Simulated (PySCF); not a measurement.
Substituent effects on chemical shifts

Parent skeleton `[CH:1]1=[CH:2][O:3][CH2:4][CH2:5][CH2:6]1`; one hydrogen on atom 6 is replaced by X. Hydrogens on one atom are averaged.

- σ from GIAO-PBE0/pcSseg-1
- GFN2-xTB structure
- program: PySCF 2.14
- no relativistic terms, one conformer, in vacuum, fast rotation and ring inversion assumed for equivalent nuclei

δ = σ(ref) − σ, references computed at the same level: TMS for $^{13}$C and $^{1}$H; $^{17}$O against H2O.

Parent (X = H): C1 104.3, C2 152.3, O3 113.6, C4 68.1, C5 25.7, C6 24.2, H(C1) 4.83, H(C2) 6.55, H(C4) 4.12 ppm. Effects are Δδ = δ(X) − δ(H), positive for deshielding.

Four derivatives gave (Δδ, ppm):
```csv
compound,C1,C2,O3,C4,C5,C6,H(C1),H(C2),H(C4)
1,+9.4,-1.4,+0.6,+0.0,+8.5,+9.0,-0.16,-0.05,+0.02
2,+3.2,+0.4,+0.9,+0.4,+2.3,+20.6,-0.01,+0.05,+0.05
3,+0.1,+1.1,+7.8,+0.1,+6.2,+14.1,-0.45,+0.02,+0.08
4,+2.5,-0.5,+2.4,-0.8,+1.3,+12.8,+0.38,+0.05,+0.06
```

Their substituents are CH2Cl, CH2F, CH2SiH3, tBu. Which is which?

## Answers

1: X = CH2SiH3 ([SiH3]C[C@H]1C=COCC1); 2: X = tBu (CC(C)(C)[C@H]1C=COCC1); 3: X = CH2Cl (ClC[C@@H]1C=COCC1); 4: X = CH2F (FC[C@@H]1C=COCC1).

Experimental scales use liquid or dissolved standards, which lie at an offset from isolated H2O (liquid H2O: subtract about 36 ppm).
